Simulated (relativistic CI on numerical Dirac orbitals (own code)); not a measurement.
d1 to d9 in one octahedral field

Computed with a parametric ligand-field model without spin-orbit coupling, by exact diagonalisation: B = 620, C = 2520, 10Dq = 9700 cm⁻¹ (Oh; |10Dq|/B = 15.6) for every shell. Energies in cm⁻¹; the field energy is (0.6 n_e − 0.4 n_t2) × 10Dq of the ground term; g labels are left out.

```csv
Shell,Ground term,Electrons in e,Field energy,First spin-allowed bands,Lowest term of other spin
d1,2T2,0.000,-3880,2E 9700,
d2,3T1,0.050,-7271,"3T2 8698, 3T1 16995",1T2 9135
d3,4A2,0.000,-11640,"4T2 9700, 4T1 14948",2E 11900
d4,5E,1.000,-5820,5T2 9700,3T1 5285
d5,6A1,2.000,0,none,4T1 11010
d6,5T2,2.000,-3880,5E 9700,1A1 1937
d7,4T1,2.050,-7271,"4T2 8698, 4T1 16995",2E 2441
d8,3A2,2.000,-11640,"3T2 9700, 3T1 14948",1E 9772
d9,2E,3.000,-5820,2T2 9700,
```

Every shell keeps the spin of the free ion. Only d4 to d7 can choose; the field needed to pair spins is smallest for d6 and largest for d5, which loses most exchange energy. In the strong-field picture 10Dq must exceed about 6B + 5C = 16320 (d4), 7.5B + 5C = 17250 (d5), 2.5B + 4C = 11630 (d6) and 4B + 4C = 12560 (d7); mixing of terms shifts these bounds somewhat. High-spin d^(n+5) repeats the spin-allowed bands of d^n, since the half-filled shell is spherical.
